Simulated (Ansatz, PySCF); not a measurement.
This PySCF input computes a SVWN5/def2-TZVPD energy:

```python
from pyscf import gto, scf, dft

mol = gto.M(
    atom='''
    Tl   -0.00000000   -0.00000000   -1.13760339
    I     0.00000000    0.00000000    1.73860141
    ''',
    basis='def2-tzvpd',
    ecp='def2-tzvp',
    charge=0,
    spin=0,
    verbose=4,
)

mf = dft.RKS(mol, xc='svwn').density_fit(auxbasis='def2-universal-jkfit')
mf.grids.level = 3
mf.conv_tol = 1e-9
mf.max_cycle = 100
mf.max_memory = 1500
mf.kernel()
if not mf.converged:
    mf = mf.newton()
    mf.kernel(mf.make_rdm1())
mf.analyze()
```

Q: Write an input for the same energy in Ansatz (a program for electronic structure) and say what it gives.

A: 
Ansatz 0.2 input:
```yaml
crystal:
  periodic: [false, false, false]
  atoms:
    - {symbol: Tl, position_ang: [-0.00000000, -0.00000000, -1.13760339]}
    - {symbol: I, position_ang: [0.00000000, 0.00000000, 1.73860141]}
basis:
  gaussian:
    orbitals: def2-TZVPD
hamiltonian:
  xc: {name: SVWN5}
output: {forces: true}
```
It gives -469.67022 Eh, and PySCF -469.67023 Eh, a difference of 0.01 mEh.
